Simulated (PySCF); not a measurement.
Compound: ethylene sulfate, C2H4O4S.
Structure used (PBE0-D3(BJ)/def2-SVP), in Å, numbered top down from 1:
```xyz
11
C2H4O4S angstrom
O      1.3041   -1.6480    1.6779
S      1.3036   -1.1689    0.3237
O      2.2517   -1.6358   -0.6468
O      1.2875    0.4644    0.3731
C      0.1501    0.9902   -0.2964
C     -0.9089   -0.0919   -0.1483
O     -0.1875   -1.3009   -0.3307
H      0.3948    1.1753   -1.3555
H     -0.1242    1.9334    0.1935
H     -1.6870   -0.0464   -0.9208
H     -1.3722   -0.0758    0.8525
```

Computed with core-valence-separated Tamm–Dancoff BHandHLYP/aug-pcX-1 (pcseg-1 on H, def2-SVPD on S) in PySCF, non-relativistic, gas phase, PBE0-D3(BJ)/def2-SVP geometry. No empirical shift is added; at this level the pattern usually sits a few eV under experiment.

Question: What does the C 1s absorption edge look like?

Answer: 
```
E (eV)       f  core hole on          main final orbital
286.77  0.0401            C5               LUMO+1 (39 %)
286.82  0.0637            C6               LUMO+1 (40 %)
287.70  0.0326         C5/C6    LUMO (2 roots, f summed)
288.22  0.0730         C5/C6  LUMO+3 (2 roots, f summed)
289.18  0.0221       C5 + C6  LUMO+2 (2 roots, f summed)
289.36  0.0249         C5/C6  spread (2 roots, f summed)
```

The first line with a tenth or more of the strongest one's intensity is at 286.77 eV (f = 0.040), with the hole on C5 (sp3 carbon bound to oxygen). The strongest listed is at 288.22 eV (f = 0.073, sum of 2; C5/C6).

Question: What does the O 1s absorption edge look like?

Answer: 
```tsv
E (eV)	f	core hole on	main final orbital
532.20	0.0735	O1/O3	LUMO+1 (2 roots, f summed)
532.78	0.0629	O1/O3	LUMO+5 (2 roots, f summed)
532.89	0.0440	O4/O7	LUMO+12 (33 %)
532.93	0.0423	O4/O7	spread
534.46	0.0257	O1	LUMO+12 (35 %)
534.57	0.0137	O3	LUMO+12 (33 %)
534.57	0.0451	O4/O7	spread
534.61	0.0368	O4/O7	spread
534.72	0.0055	O1	LUMO (34 %)
534.79	0.0052	O3	LUMO (37 %)
535.29	0.0092	O1/O3	LUMO (2 roots, f summed)
535.50	0.0027	O1	LUMO+2 (58 %)
535.55	0.0018	O3	LUMO+2 (65 %)
535.60	0.0014	O4/O7	LUMO (51 %)
535.65	0.0016	O4/O7	LUMO (52 %)
535.68	0.0026	O1	LUMO+3 (58 %)
```

The first line with a tenth or more of the strongest one's intensity is at 532.20 eV (f = 0.074, sum of 2), with the hole on O1/O3 (sulfonyl oxygen). It is also the strongest listed.

Roots within 0.03 eV whose holes lie on the same, on equivalent or on shared atoms are summed into one line, and the highest roots are left out, as the search may have cut off their partners. Final orbitals are the ground state's empty Kohn–Sham orbitals.

Question: What is the summed oscillator strength of the listed C K lines, and their intensity-weighted mean energy?

Answer: Σf = 0.256 over 6 lines from 286.77 to 289.36 eV; the weighted mean is 287.78 eV. The strongest line holds 28 % of the sum.

The ionisation thresholds weren't computed; near and above them a finite basis only mimics Rydberg series and continuum.

One conformer stands for the species.
